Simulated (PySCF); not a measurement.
**Radiative rates from a computed spectrum**

C6H3F3.
Z-matrix (Å and degrees, PBE0-D3(BJ)/def2-SVP geometry), rows numbered from 1:
```
F 
C   1  1.3298
C   2  1.3890  1  119.54
C   3  1.3944  2  118.87  1  -179.82
C   4  1.3869  3  120.27  2    -0.12
F   5  1.3273  4  120.84  3  -179.90
C   5  1.3964  4  119.91  3    -0.00
F   7  1.3241  5  119.19  4  -179.75
C   7  1.3873  5  120.63  4     0.11
H   3  1.0906  2  119.67  1     0.14
H   4  1.0915  3  121.24  2   179.97
H   9  1.0904  2  121.11  1    -0.09
```

Method: TDDFT PBE0/def2-SVPD, vertical, gas phase, core orbitals frozen in the response (PySCF 2.14.0, density-fitted response routines).

Computed singlets with f of 0.002 or more:

```
state  ν̃ (cm⁻¹)       f
   S1      42550   0.033
   S3      54360  0.0022
   S4      56960   0.541
   S6      58430   0.539
   S7      59680  0.0021
   S8      61230  0.0087
   S9      63020  0.0040
```

Question: Turn these into Einstein A coefficients, radiative lifetimes, transition dipoles and integrated cross-sections.

Answer: A / s⁻¹ = 0.6670 f (ν̃ / cm⁻¹)² and τ = 1/A in vacuum; |μ| follows from f = (2/3) ΔE |μ|² (atomic units, 1 au = 2.5417 D); ∫σ dE = 109.76 f Mb·eV.

```csv
state,A (s⁻¹),τ,|μ| (D),∫σ dE (Mb·eV)
S1,4.0×10⁷,25 ns,1.28,3.6
S3,4.3×10⁶,230 ns,0.29,0.24
S4,1.2×10⁹,850 ps,4.50,59
S6,1.2×10⁹,820 ps,4.43,59
S7,5.0×10⁶,200 ns,0.27,0.23
S8,2.2×10⁷,46 ns,0.55,0.95
S9,1.0×10⁷,96 ns,0.37,0.43
```

These lifetimes count emission to the ground state at the vertical energy alone; relaxation of the geometry and all other decay channels are left out.

Question: Which computed singlets stay under f = 0.002?

Answer: S2 (6.18 eV, f 0.0006), S5 (7.21 eV, f 0.0016) and S10 (7.96 eV, f 0.0005).

Question: Suppose S1 emitted 0.3 eV lower with the same transition dipole. How would A change?

Answer: At fixed |μ|, A goes as the cube of the energy: (4.98/5.28)³ = 0.84, which makes τ about 30 ns.

Question: What is the integrated cross-section of all computed states together?

Answer: Σf = 1.132 over S1 to S10, so 109.76 × Σf ≈ 124 Mb·eV.

The vertical ionisation energy (ΔSCF) is 9.39 eV, 1.43 eV above S10.
